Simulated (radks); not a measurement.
Results of a calculation; reference values are marked as such.
All-electron atom: the chlorine ion Cl2+ in [Ne] 3s2 3p3. Code: a radial shooting solver on a logarithmic mesh with Libxc functionals. Model: Dirac Kohn-Sham, Slater X-alpha with alpha = 1.023, spin-unpolarised, spherical densities, finite nucleus; open shells fill j = l - 1/2 first; Fermi nuclear charge, rms radius 3.3654 fm.

Normalised radial functions P(r) = r R(r) (large component), r in bohr:

```
   r/bohr * 1s1/2, o 2p1/2 (the largest magnitude, 2.98, reaches the edge; | marks zero, & curves that meet)
   0.0109 o                      *
  0.01374 |o                          *
  0.01747 |o                               *
  0.02204 |o                                     *
  0.02801 | o                                         *
  0.03533 |  o                                             *
  0.04491 |   o                                                *
  0.05664 |     o                                                *
    0.072 |        o                                            *
  0.09153 |           o                                    *
   0.1154 |               o                         *
   0.1467 |                   o           *
   0.1851 |                    *  o
   0.2352 |           *              o
   0.2967 |     *                     o
   0.3771 | *                        o
   0.4756 |*                     o
   0.6046 *                o
   0.7686 *         o
   0.9694 *    o
    1.232 * o
    1.554 *o
    1.976 &
    2.491 &
    3.167 &
    3.994 &
    5.078 &
```

1s1/2: eigenvalue -2839.4 eV, 0 radial nodes, <r> = 0.0905 bohr, 90 % of the charge inside 0.162 bohr. 2p1/2: eigenvalue -239.93 eV, 0 radial nodes, <r> = 0.395 bohr, 90 % of the charge inside 0.654 bohr.
